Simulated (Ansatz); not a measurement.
Reaction (redistribution): `CB[SiH2]Cl` + `O[SiH](O)/C=[CH]\[GeH3]` → `O[SiH](O)/C=C\[SiH2]Cl` + `C[BH][GeH3]`

Calculated with Ansatz (gas phase, PBE0-D4/def2-TZVP geometries, no zero-point term in ΔE). CCSD(T)/CBS adds triple-zeta CCSD(T) − MP2 to the extrapolated MP2 energy (def2 sets, frozen cores). Double bonds are as drawn, so ΔE can hold a change between cis and trans. For Ge outer-core shells are correlated without core-valence functions, which leaves a few kJ/mol of doubt a bond. Scalar relativity is left out up to krypton. Each species was taken in one conformer, which may not be the lowest.

`CB[SiH2]Cl`:

Cartesian coordinates in Å:
```
C 1.030 0.655 -1.017
B 0.481 0.369 0.405
Si -1.111 -0.836 0.669
Cl -1.917 -0.734 2.570
H 0.710 -0.019 -1.813
H 0.611 1.648 -1.258
H 2.114 0.788 -1.051
H 0.994 0.902 1.348
H -0.705 -2.251 0.435
H -2.207 -0.521 -0.288
```

`O[SiH](O)/C=[CH]\[GeH3]`:

Cartesian coordinates in Å:
```
O 2.379 -0.308 -1.663
Si 1.515 -0.418 -0.270
O 1.214 1.042 0.423
C -0.154 -1.158 -0.578
C -1.339 -0.717 -0.147
Ge -1.753 0.833 0.976
H 1.959 0.128 -2.406
H 2.378 -1.250 0.602
H 1.937 1.504 0.849
H -0.155 -2.064 -1.189
H -2.224 -1.284 -0.436
H -3.259 0.721 1.292
H -1.517 2.159 0.242
H -0.982 0.811 2.303
```

`O[SiH](O)/C=C\[SiH2]Cl`:

Z-matrix (Å, degrees):
```
Si
O 1 1.650
C 1 1.849 2 101.5
O 1 1.638 2 113.5 3 -121.2
H 1 1.480 2 110.9 3 122.5
H 2 0.958 1 120.0 3 -159.8
C 3 1.338 1 123.6 2 7.4
H 3 1.091 1 118.4 2 -172.0
H 4 0.959 1 117.8 2 64.9
Si 7 1.876 3 128.9 1 1.5
H 7 1.091 3 118.1 1 -179.2
Cl 10 2.080 7 103.5 3 173.4
H 10 1.477 7 114.6 3 -72.9
H 10 1.478 7 114.5 3 59.9
```

`C[BH][GeH3]`:

Cartesian coordinates in Å:
```
C 1.172 1.075 -0.149
B -0.253 0.632 0.264
Ge -0.947 -1.304 0.068
H 1.563 1.930 0.408
H 1.027 1.441 -1.182
H 1.923 0.285 -0.211
H -1.026 1.452 0.674
H -1.217 -1.895 1.468
H 0.042 -2.251 -0.642
H -2.285 -1.365 -0.696
```

| species | CCSD(T)/CBS(def2) energy (Eh) |
| --- | --- |
| `CB[SiH2]Cl` | -815.34006 |
| `O[SiH](O)/C=[CH]\[GeH3]` | -2596.53660 |
| `O[SiH](O)/C=C\[SiH2]Cl` | -1268.74708 |
| `C[BH][GeH3]` | -2143.14307 |

Question: Work out ΔE.

Answer: ΔE = (-1268.74708) + (-2143.14307) − (-815.34006) − (-2596.53660) = -0.01349 Eh = -0.37 eV.

Largest T1 diagnostic among the species: 0.012.

In def2-TZVPP, CCSD(T) changes the Hartree–Fock value by −0.04 eV (the triples alone add −0.01 eV) and MP2 by −0.07 eV.
